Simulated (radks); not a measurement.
Question: Excited configurations of the lead ion Pb6+: one electron is placed in a higher orbital outside [Xe] 4f14 5d7. The ground configuration is [Xe] 4f14 5d8. Calculated with a radial shooting solver on a logarithmic mesh with Libxc functionals: non-relativistic Kohn-Sham, TPSS, spin-polarised, spherical densities, point nucleus; open shells are filled with parallel spins first (spin-orbit coupling, left out, can overturn this in heavy ions); meta-GGA in the generalised Kohn-Sham scheme; relativity is left out, which matters for an element this heavy. Excitation = E - E(ground); binding = E(ion) - E, where the ion is the core of charge +7; n* = 7/sqrt(2 binding) in atomic units, and the quantum defect is n - n*.

| outer orbital | excitation (eV) | binding (eV) | n* | quantum defect | eigenvalue (eV) | <r> (bohr) |
|---|---|---|---|---|---|---|
| 6p | 40.027 | 64.687 | 3.210 | 2.790 | -60.037 | 2.179 |
| 6d | 56.667 | 48.047 | 3.725 | 2.275 | -44.444 | 2.677 |
| 6f | 73.186 | 31.528 | 4.598 | 1.402 | -29.101 | 3.754 |
| 7p | 67.381 | 37.333 | 4.226 | 2.774 | -35.028 | 3.816 |
| 7d | 74.795 | 29.919 | 4.720 | 2.280 | -27.914 | 4.510 |
| 7f | 83.256 | 21.457 | 5.574 | 1.426 | -19.927 | 5.932 |

Estimate the row for 6s.

Answer: excitation (eV) 29.320; binding (eV) 75.394; n* 2.974; quantum defect 3.026; eigenvalue (eV) -70.255; <r> (bohr) 1.989. The Delta-SCF ionisation energy is 104.71 eV (NIST Atomic Spectra Database: 100 eV, theoretical). Self-interaction in the functional shifts the binding energies and quantum defects, so they are the method's values and not measured ones. Relativity is left out here, which matters for elements this heavy. Open shells are spherical and high-spin; term and fine-structure splittings are not resolved.
